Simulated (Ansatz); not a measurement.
A series at Hf: from `[OH][Hf]([SH])([SH])[SH]`, ligands are replaced one by one, each step taking up H₂O and setting free H₂S; n counts the steps. Ansatz, PBE0-D4/def2-TZVP geometries. Each molecule was computed in one conformer, which needn't be the lowest.

```tsv
n	molecule	HOMO energy, ωB97M-V/def2-TZVPP (eV)
0	`[OH][Hf]([SH])([SH])[SH]`	-9.65
1	`[OH][Hf]([OH])([SH])[SH]`	?
2	`[OH][Hf]([OH])([OH])[SH]`	-9.15
3	`[OH][Hf]([OH])([OH])[OH]`	-10.99
```

Q: By hand: fit a straight line y = ȳ + b (n − n̄) to the 3 given rows and predict n = 1.

A: n̄ = 1.667, ȳ = -9.930; Σ(n − n̄)(y − ȳ) = -1.620, Σ(n − n̄)² = 4.667, so b = -0.347 eV a step. Prediction: -9.930 + (-0.347) × (-0.667) = -9.70 eV.

Q: By hand: compare with the computed value, -9.22 eV, and give the steps along the whole series.

A: The line misses by 0.48 eV (computed minus predicted). Steps: 0.43, 0.07, -1.84 eV.

The steps change sign along the series, so a line is a poor guide. The highest orbital can change its character along such a series. The miss is 26.1 % of the series' range.
